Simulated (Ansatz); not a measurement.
A nudged elastic band was laid between two geometries of CH8OSi3 (13 atoms, charge 0, multiplicity 1).

Theory: RKS r2SCAN-D4/STO-3G in Ansatz.

```
movable images  : 7
climbing image  : yes
spring          : 5.0 eV/Å²
optimiser       : quadratic models (default)
start path      : through a guess of the saddle point
force threshold : 0.05 eV/Å
iteration limit : 25
end points      : relaxed
```

Initial state:

```xyz
13
Properties=species:S:1:pos:R:3
C -2.077 -0.122 0.255
Si -0.254 -0.286 0.695
Si 1.194 -1.123 -0.835
O 2.107 0.366 -0.866
Si 1.175 1.400 0.190
H -2.580 -1.096 0.292
H -2.213 0.285 -0.754
H -2.594 0.544 0.956
H -0.135 -0.830 2.036
H 2.061 -2.237 -0.478
H 0.669 -1.434 -2.158
H 2.029 1.961 1.228
H 0.639 2.539 -0.544
```

Final state:

```xyz
13
Properties=species:S:1:pos:R:3
C -2.078 -0.151 0.244
Si -0.254 -0.341 0.669
Si 1.201 -1.049 -0.920
O 2.119 0.434 -0.818
Si 1.171 1.385 0.302
H -2.597 0.455 0.997
H -2.577 -1.126 0.204
H -2.218 0.335 -0.728
H -0.132 -0.988 1.962
H 2.063 -2.193 -0.660
H 0.678 -1.241 -2.267
H 2.013 1.876 1.382
H 0.631 2.568 -0.355
```

**Question.** What changes between the two ends?

**Answer.** No bond is made or broken. The dihedral H7–C1–Si2–Si5 goes from 44 to 164°. The two ends are copies of one structure, up to a mirror image or an exchange of like atoms.

**Question.** What energy profile does the band end with?

**Answer.** The forces met the threshold. The highest image is number 4 of 0 to 8, 0.047 eV above the ends, which have the same energy within 2 meV. A vibrational analysis at the climbing image gives one clearly imaginary mode, 136i cm⁻¹: a first-order saddle point. Limits of this set-up: minimal basis.

| image | path coordinate (Å) | energy (eV) | dihedral H7–C1–Si2–Si5 (°) |
| --- | --- | --- | --- |
| 0 | 0.00 | 0.000 | 44 |
| 1 | 0.44 | 0.007 | 59 |
| 2 | 0.89 | 0.023 | 74 |
| 3 | 1.33 | 0.040 | 89 |
| 4 | 1.78 | 0.047 | 104 |
| 5 | 2.22 | 0.040 | 119 |
| 6 | 2.67 | 0.023 | 134 |
| 7 | 3.11 | 0.007 | 149 |
| 8 | 3.56 | 0.000 | 164 |

**Question.** What is the geometry of the highest image?

**Answer.** 
```xyz
13
Properties=species:S:1:pos:R:3
C -2.091 -0.158 0.237
Si -0.259 -0.335 0.661
Si 1.216 -1.049 -0.907
O 2.147 0.424 -0.781
Si 1.171 1.388 0.301
H -2.716 -0.567 1.039
H -2.347 -0.690 -0.686
H -2.376 0.892 0.098
H -0.122 -0.973 1.957
H 2.065 -2.202 -0.646
H 0.705 -1.226 -2.261
H 1.991 1.904 1.388
H 0.636 2.556 -0.386
```

**Question.** What are the harmonic wavenumbers there?

**Answer.** 136i, 70, 172, 173, 411, 465, 523, 526, 568, 684, 715, 749, 779, 793, 846, 854, 909, 970, 983, 1029, 1129, 1150, 1519, 1715, 1718, 2575, 2583, 2611, 2612, 2635, 3323, 3496, 3502 cm⁻¹.

Time of the run: 16 min on 1 thread of Intel(R) Xeon(R) Processor @ 2.50GHz (Skylake/Cascade Lake), on a shared host, peak memory 0.15 GiB.
